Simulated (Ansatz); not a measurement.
Calculated with Ansatz (gas phase, PBE0-D4/def2-TZVP geometries, no zero-point term in ΔE). CCSD(T)/CBS is the MP2 limit (def2-TZVPP, def2-QZVPP) plus CCSD(T) − MP2 in def2-TZVPP, frozen cores. Functionals use def2-TZVPP. For Se outer-core shells are correlated without core-valence functions, which leaves a few kJ/mol of doubt a bond. Scalar relativity is left out up to krypton. One conformer a species, not always the lowest.

Consider the substitution at a C–C bond: `CCCC(N)=O` + `CC[SeH]` → `CC[Se]C` + `CCC(N)=O`.

```
        level  ΔE (kJ/mol)
      BLYP-D4         -2.6
 CAM-B3LYP-D4          3.0
         BLYP         -1.8
HF/def2-TZVPP          3.7
```

(1) What does CCSD(T)/CBS give? (Estimate.)

(2) What do rigid-rotor, harmonic-oscillator terms from PBE0-D4/def2-TZVP frequencies (298.15 K, 1 bar) make of the CCSD(T)/CBS value? (An estimate is asked.)

Largest T1 diagnostic among the species: 0.013.

Results:

(1) Computed: +0.5 kJ/mol. The listed levels differ from it by -3.1, 2.5, -2.3, 3.2 kJ/mol.

(2) Computed: ΔZPE = +2.9 kJ/mol, ΔH = +4.5 kJ/mol, ΔS = 11 J/(mol·K), ΔG = +1.1 kJ/mol. Modes under 50 cm⁻¹ make the entropy rough.

At CCSD(T), def2-SVP lies +17.0 kJ/mol from the extrapolated value and def2-TZVPP +0.5 kJ/mol. From BLYP to BHLYP (50 % exact exchange), in def2-TZVPP and without D4, ΔE moves by +4.4 kJ/mol. Leaving LDA and LC-ωPBE aside and taking each functional with its dispersion term where it has one, the values spread over 5.7 kJ/mol, from BLYP-D4 to CAM-B3LYP-D4. LDA lies +7.9 kJ/mol from PBE without D4.
